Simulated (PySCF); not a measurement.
Simulated C 1s region for `C1CC[N+]2(C1)CCCC2`, binding energy against the vacuum level.

Every computed line was given a Gaussian of 1.0 eV full width at half maximum and an area set by the number of equivalent atoms; the highest printed point is 100. Computed with delta-SCF UKS SCAN, pcX-2 on the ionised atom, pcseg-1 elsewhere, spin-free X2C in PySCF 2.14.0.

binding energy (eV), intensity and a bar:
```
    293.6          0 
    293.7          1 
    293.8          1 
    293.9          2 #
    294.0          4 #
    294.1          7 ##
    294.2         12 ####
    294.3         20 ######
    294.4         29 #########
    294.5         41 ############
    294.6         54 ################
    294.7         68 ####################
    294.8         81 ########################
    294.9         92 ############################
    295.0         98 #############################
    295.1        100 ##############################
    295.2         97 #############################
    295.3         91 ###########################
    295.4         83 #########################
    295.5         76 #######################
    295.6         71 #####################
    295.7         70 #####################
    295.8         73 ######################
    295.9         79 ########################
    296.0         87 ##########################
    296.1         94 ############################
    296.2         99 ##############################
    296.3        100 ##############################
    296.4         96 #############################
    296.5         87 ##########################
    296.6         75 #######################
    296.7         62 ##################
    296.8         48 ##############
    296.9         35 ##########
    297.0         24 #######
    297.1         16 #####
    297.2         10 ###
    297.3          6 ##
    297.4          3 #
    297.5          2 
    297.6          1 
    297.7          0
```

**Question.** How many maxima does the curve show, and how many computed lines lie under it?

**Answer.** The curve has 2 maxima (at 295.1 and 296.3 eV). Under it lie 2 lines from 2 inequivalent carbon sites.

**Question.** Decompose the envelope and assign each component. Numbering: `[CH2:1]1[CH2:2][CH2:3][N+:4]2([CH2:5]1)[CH2:6][CH2:7][CH2:8][CH2:9]2`.

**Answer.** 
```
position (eV)  relative area  line        atoms                   environment
       295.06              4  C 1s  C1/C2/C7/C8               ring CH2 carbon
       296.29              4  C 1s  C3/C5/C6/C9  sp3 carbon bound to nitrogen
```

**Question.** Above which line width would these two lines show one maximum?

**Answer.** Two equal Gaussians merge once their distance is under 2σ = FWHM/1.177. With 1.23 eV between them that is a full width over 1.45 eV.

Lowest listed C 1s: C1/C2/C7/C8, bonded to 2 C and 2 H. Highest, 1.23 eV above it: C3/C5/C6/C9, bonded to N, C and 2 H.

Shake-up satellites, vibrational structure and lifetime widths aren't simulated. Topologically equivalent atoms share the value of their first member; where this conformer doesn't relate them by symmetry, their own values could differ. The species carries charge +1, so core ionisation leaves charge +2. Geometry: PBE0-D3(BJ)/def2-SVP, one conformer, isolated ion.
